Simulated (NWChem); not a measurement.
System: CH6BNO; SMILES OBNC

NWChem input:

```
start job
memory heap 200 mb stack 900 mb global 1100 mb
geometry units angstroms noautosym nocenter noautoz
  B     -0.626286     0.818365     0.000000
  H     -1.690820     1.393819     0.000000
  N     -0.624596    -0.591739     0.000000
  C      0.498309    -1.489414     0.000000
  H     -1.526730    -1.050017     0.000000
  H      0.519453    -2.141417    -0.891119
  H      0.519453    -2.141417     0.891119
  H      1.444519    -0.926213     0.000000
  O      0.496398     1.594742     0.000000
  H      1.317899     1.094283     0.000000
end
basis spherical
  * library 6-31g*
end
dft
  xc hfexch
  iterations 150
end
property
  shielding 9 1 2 3 4 5 6 8 9 10
  efieldgrad
end
task dft property
```

Excerpt of the output:

```
             Northwest Computational Chemistry Package (NWChem) 7.3.0
             --------------------------------------------------------

                             Geometry "geometry" -> ""
                             -------------------------

 Output coordinates in angstroms (scale by  1.889725989 to convert to a.u.)

  No.       Tag          Charge          X              Y              Z
 ---- ---------------- ---------- -------------- -------------- --------------
    1 B                    5.0000    -0.62628600     0.81836500     0.00000000
    2 H                    1.0000    -1.69082000     1.39381900     0.00000000
    3 N                    7.0000    -0.62459600    -0.59173900     0.00000000
    4 C                    6.0000     0.49830900    -1.48941400     0.00000000
    5 H                    1.0000    -1.52673000    -1.05001700     0.00000000
    6 H                    1.0000     0.51945300    -2.14141700    -0.89111900
    7 H                    1.0000     0.51945300    -2.14141700     0.89111900
    8 H                    1.0000     1.44451900    -0.92621300     0.00000000
    9 O                    8.0000     0.49639800     1.59474200     0.00000000
   10 H                    1.0000     1.31789900     1.09428300     0.00000000

 Effective nuclear repulsion energy (a.u.)     116.5575754339

  xc_inp: hfexch multiplicative factor not found.
                              NWChem Property Module
                              ----------------------

  itol2e modified to match energy
  convergence criterion.

                                 NWChem DFT Module
                                 -----------------

 Summary of "ao basis" -> "ao basis" (spherical)
 ------------------------------------------------------------------------------
       Tag                 Description            Shells   Functions and Types
 ---------------- ------------------------------  ------  ---------------------
 B                           6-31g*                  6       14   3s2p1d
 H                           6-31g*                  2        2   2s
 N                           6-31g*                  6       14   3s2p1d
 C                           6-31g*                  6       14   3s2p1d
 O                           6-31g*                  6       14   3s2p1d

  itol2e modified to match energy
  convergence criterion.

            General Information
            -------------------
          SCF calculation type: DFT
          Wavefunction type:  closed shell.
          No. of atoms     :    10
          No. of electrons :    32
           Alpha electrons :    16
            Beta electrons :    16
          Charge           :     0
          Spin multiplicity:     1
          Use of symmetry is: off; symmetry adaption is: off
          Maximum number of iterations: 150
          AO basis - number of functions:    68
                     number of shells:    36
          Convergence on energy requested:  1.00D-07
          Convergence on density requested:  1.00D-05
          Convergence on gradient requested:  5.00D-04

              XC Information
              --------------
                     Hartree-Fock (Exact) Exchange  1.000

      Superposition of Atomic Density Guess
      -------------------------------------

 Sum of atomic energies:        -194.22382835

      Non-variational initial energy
      ------------------------------

 Total energy =    -196.384148
 1-e energy   =    -493.373811
 2-e energy   =     180.432088
 HOMO         =      -0.305502
 LUMO         =       0.102738

   convergence    iter        energy       DeltaE   RMS-Dens  Diis-err
 ---------------- ----- ----------------- --------- --------- ---------
 d= 0,ls=0.0,diis     1   -195.3623280906 -3.12D+02  7.14D-03  5.18D-01
 d= 0,ls=0.0,diis     2   -195.4196731677 -5.73D-02  2.64D-03  1.08D-01
 d= 0,ls=0.0,diis     3   -195.4300948883 -1.04D-02  8.88D-04  6.49D-03
 d= 0,ls=0.0,diis     4   -195.4309916784 -8.97D-04  1.76D-04  1.52D-04
 d= 0,ls=0.0,diis     5   -195.4310139201 -2.22D-05  5.48D-05  1.93D-05
  Resetting Diis
 d= 0,ls=0.0,diis     6   -195.4310167174 -2.80D-06  2.14D-05  1.06D-06
 d= 0,ls=0.0,diis     7   -195.4310169508 -2.33D-07  3.42D-06  4.87D-08
 d= 0,ls=0.0,diis     8   -195.4310169640 -1.33D-08  1.51D-06  1.11D-08

         Total DFT energy =     -195.431016964010
      One electron energy =     -496.820598582482
           Coulomb energy =      211.000598227802
    Exchange-Corr. energy =      -26.168592043280
 Nuclear repulsion energy =      116.557575433949

 Numeric. integr. density =        0.000000000000

                       DFT Final Molecular Orbital Analysis
                       ------------------------------------

 Vector   14  Occ=2.000000D+00  E=-5.228636D-01
              MO Center=  3.9D-01,  1.3D+00, -3.1D-15, r^2= 1.6D+00
   Bfn.  Coefficient  Atom+Function         Bfn.  Coefficient  Atom+Function
  ----- ------------  ---------------      ----- ------------  ---------------
    57      0.569571   9 O  pz               61      0.438698   9 O  pz
     5      0.143090   1 B  pz               35     -0.117229   4 C  pz
     9      0.076674   1 B  pz               48      0.069870   6 H  s
    50     -0.069870   7 H  s                47      0.067361   6 H  s
    49     -0.067361   7 H  s                21      0.066113   3 N  pz

 Vector   15  Occ=2.000000D+00  E=-4.782905D-01
              MO Center= -9.3D-01,  9.6D-01, -7.9D-16, r^2= 2.3D+00
   Bfn.  Coefficient  Atom+Function         Bfn.  Coefficient  Atom+Function
  ----- ------------  ---------------      ----- ------------  ---------------
    16      0.319883   2 H  s                15      0.273799   2 H  s
     3     -0.230792   1 B  px                4      0.222905   1 B  py
    20     -0.212592   3 N  py               56     -0.187460   9 O  py
    60     -0.153496   9 O  py               24     -0.138878   3 N  py
    58     -0.132220   9 O  s                22     -0.120295   3 N  s

 Vector   16  Occ=2.000000D+00  E=-3.876227D-01
              MO Center= -3.4D-01, -5.8D-01,  2.9D-15, r^2= 2.0D+00
   Bfn.  Coefficient  Atom+Function         Bfn.  Coefficient  Atom+Function
  ----- ------------  ---------------      ----- ------------  ---------------
    21      0.505475   3 N  pz               25      0.477843   3 N  pz
    57     -0.191965   9 O  pz               61     -0.172997   9 O  pz
    35     -0.159518   4 C  pz               48      0.146849   6 H  s
    50     -0.146849   7 H  s                47      0.127247   6 H  s
    49     -0.127247   7 H  s                 5      0.110524   1 B  pz

 Vector   17  Occ=0.000000D+00  E= 2.068365D-01
              MO Center=  1.2D+00, -1.5D-01,  8.6D-14, r^2= 4.0D+00
   Bfn.  Coefficient  Atom+Function         Bfn.  Coefficient  Atom+Function
  ----- ------------  ---------------      ----- ------------  ---------------
    36      1.436069   4 C  s                52     -1.021366   8 H  s
    68     -0.920482  10 H  s                58      0.716383   9 O  s
    37      0.545492   4 C  px               48     -0.519486   6 H  s
    50     -0.519486   7 H  s                59      0.264871   9 O  px
    46     -0.259399   5 H  s                60     -0.248915   9 O  py

 Vector   18  Occ=0.000000D+00  E= 2.242384D-01
              MO Center= -6.1D-01,  6.6D-01, -1.5D-14, r^2= 2.8D+00
   Bfn.  Coefficient  Atom+Function         Bfn.  Coefficient  Atom+Function
  ----- ------------  ---------------      ----- ------------  ---------------
     9      0.911057   1 B  pz               25     -0.392069   3 N  pz
     5      0.346769   1 B  pz               61     -0.345034   9 O  pz
    48     -0.303502   6 H  s                50      0.303502   7 H  s
    21     -0.217686   3 N  pz               57     -0.209356   9 O  pz
    39     -0.200157   4 C  pz               35     -0.065144   4 C  pz

[...]

          -----------------------------------------
          Chemical Shielding Tensors (GIAO, in ppm)
          -----------------------------------------

                                NWChem CPHF Module
                                ------------------

  scftype          =     RHF
  nclosed          =       16
  nopen            =        0
  variables        =      832
  # of vectors     =        3
  tolerance        = 0.10D-03
  level shift      = 0.00D+00
  max iterations   =       50
  max subspace     =       30

 SCF residual:    6.1731626474391402E-005

Iterative solution of linear equations
  No. of variables      832
  No. of equations        3
  Maximum subspace       30
        Iterations       50
       Convergence  1.0D-04

   iter   nsub   residual    time
   ----  ------  --------  ---------
     1      3    9.04D-01      12.0
     2      6    1.11D-01      13.3
     3      9    1.77D-02      14.7
     4     12    2.85D-03      16.0
     5     15    5.72D-04      17.3
     6     18    1.10D-04      18.6
     7     21    1.69D-05      19.9

      Atom:    1  B
        Diamagnetic
    197.6627      3.8321      0.0000
      3.8321    207.4593     -0.0000
      0.0000     -0.0000    181.1932

        Paramagnetic
   -120.2119     -1.7310     -0.0000
     -1.7310   -108.2545      0.0000
     -0.0000      0.0000    -62.0897

        Total Shielding Tensor
     77.4509      2.1011     -0.0000
      2.1011     99.2049      0.0000
     -0.0000      0.0000    119.1035

           isotropic =      98.5864
          anisotropy =      30.7757

          Principal Components and Axis System
                 1           2           3
              119.1035     99.4059     77.2498

      1         0.0000      0.0953      0.9955
      2         0.0000      0.9955     -0.0953
      3         1.0000      0.0000      0.0000

      Atom:    2  H
        Diamagnetic
     35.8167     -4.9447      0.0000
     -4.9447     30.8361     -0.0000
      0.0000     -0.0000     24.9871

        Paramagnetic
     -6.3314      2.8838     -0.0000
      2.8838     -1.5236     -0.0000
     -0.0000     -0.0000      0.4039

        Total Shielding Tensor
     29.4852     -2.0608     -0.0000
     -2.0608     29.3125     -0.0000
     -0.0000     -0.0000     25.3910

           isotropic =      28.0629
          anisotropy =       5.0979

          Principal Components and Axis System
                 1           2           3
               31.4615     27.3362     25.3910

      1         0.7218      0.6921      0.0000
      2        -0.6921      0.7218      0.0000
      3         0.0000      0.0000      1.0000

      Atom:    3  N
        Diamagnetic
    328.8774     -5.1816      0.0000
     -5.1816    335.3594     -0.0000
      0.0000     -0.0000    303.3570

        Paramagnetic
   -167.8678     11.8630      0.0000
     11.8630    -87.8694      0.0000
      0.0000      0.0000    -66.5871

        Total Shielding Tensor
    161.0096      6.6814      0.0000
      6.6814    247.4900      0.0000
      0.0000      0.0000    236.7700

           isotropic =     215.0899
          anisotropy =      49.3699

          Principal Components and Axis System
                 1           2           3
              248.0031    236.7700    160.4964

      1         0.0766     -0.0000      0.9971
      2         0.9971     -0.0000     -0.0766
      3         0.0000      1.0000      0.0000

      Atom:    4  C
        Diamagnetic
    250.0168     -9.7403     -0.0000
     -9.7403    248.0163      0.0000
     -0.0000      0.0000    237.9209

        Paramagnetic
    -70.1515     -9.5979     -0.0000
     -9.5979    -77.2680     -0.0000
     -0.0000     -0.0000    -63.3353

        Total Shielding Tensor
    179.8653    -19.3382     -0.0000
    -19.3382    170.7483     -0.0000
     -0.0000     -0.0000    174.5856

           isotropic =     175.0664
          anisotropy =      30.1630

          Principal Components and Axis System
                 1           2           3
              195.1750    174.5856    155.4385

      1         0.7840      0.0000      0.6207
      2        -0.6207      0.0000      0.7840
      3         0.0000      1.0000      0.0000

      Atom:    5  H
        Diamagnetic
     41.4380      8.2417      0.0000
      8.2417     29.6347     -0.0000
      0.0000     -0.0000     20.1187

        Paramagnetic
     -3.8963     -4.6431      0.0000
     -4.6431      2.0453     -0.0000
      0.0000     -0.0000      2.8602

        Total Shielding Tensor
     37.5418      3.5986      0.0000
      3.5986     31.6801     -0.0000
      0.0000     -0.0000     22.9789

           isotropic =      30.7336
          anisotropy =      12.7777

          Principal Components and Axis System
                 1           2           3
               39.2520     29.9698     22.9789

      1         0.9032     -0.4292      0.0000
      2         0.4292      0.9032      0.0000
      3         0.0000      0.0000      1.0000

      Atom:    6  H
        Diamagnetic
     24.5736     -3.0117     -1.5809
     -3.0117     31.4517      7.7308
     -1.5809      7.7308     31.2153

        Paramagnetic
      3.5298     -0.0542      0.6712
     -0.0542     -0.1713     -2.9788
      0.6712     -2.9788     -0.3229

        Total Shielding Tensor
     28.1033     -3.0659     -0.9097
     -3.0659     31.2804      4.7520
     -0.9097      4.7520     30.8923

           isotropic =      30.0920
          anisotropy =      10.0530

          Principal Components and Axis System
                 1           2           3
               36.7940     28.1987     25.2833

      1        -0.3173      0.7549     -0.5740
      2         0.7142     -0.2080     -0.6683
      3         0.6239      0.6220      0.4731

      Atom:    7  H
        Diamagnetic
     37.8266      2.1380     -0.0000
      2.1380     29.3046     -0.0000
     -0.0000     -0.0000     22.3896

        Paramagnetic
     -3.4553     -2.5206     -0.0000
     -2.5206      1.2709     -0.0000
     -0.0000     -0.0000      3.3853

        Total Shielding Tensor
     34.3713     -0.3826     -0.0000
     -0.3826     30.5756     -0.0000
     -0.0000     -0.0000     25.7749

           isotropic =      30.2406
          anisotropy =       6.2534

          Principal Components and Axis System
                 1           2           3
               34.4095     30.5374     25.7749

      1         0.9951      0.0993      0.0000
      2        -0.0993      0.9951      0.0000
      3         0.0000      0.0000      1.0000

      Atom:    8  O
        Diamagnetic
    406.1652      5.8674      0.0000
      5.8674    390.9439      0.0000
      0.0000      0.0000    376.6536

        Paramagnetic
   -149.4548     22.0096     -0.0000
     22.0096   -197.6728     -0.0000
     -0.0000     -0.0000    -28.1466

        Total Shielding Tensor
    256.7104     27.8771     -0.0000
     27.8771    193.2711     -0.0000
     -0.0000     -0.0000    348.5069

           isotropic =     266.1628
          anisotropy =     123.5162

          Principal Components and Axis System
                 1           2           3
              348.5069    267.2195    182.7620

      1        -0.0000      0.9357     -0.3527
      2        -0.0000      0.3527      0.9357
      3         1.0000      0.0000      0.0000

      Atom:    9  H
        Diamagnetic
     40.7486     -7.5058      0.0000
     -7.5058     27.3612      0.0000
      0.0000      0.0000     16.6218

        Paramagnetic
     -4.0542      4.3470      0.0000
      4.3470      2.4488      0.0000
      0.0000      0.0000      5.6344

        Total Shielding Tensor
     36.6943     -3.1588      0.0000
     -3.1588     29.8099      0.0000
      0.0000      0.0000     22.2562

           isotropic =      29.5868
          anisotropy =      12.5058

          Principal Components and Axis System
                 1           2           3
               37.9240     28.5803     22.2562

      1         0.9319      0.3628      0.0000
      2        -0.3628      0.9319      0.0000
      3         0.0000      0.0000      1.0000
```

Level: Hartree-Fock/6-31G* (spherical d), GIAO. All runs use the structure optimised with PBE0/def2-SVP. NWChem prints the field gradient with the sign opposite to the second derivative of the potential. The output numbers the shielded atoms by their place in the input's list. The printed shielding anisotropy is the first printed principal value minus the mean of the other two.
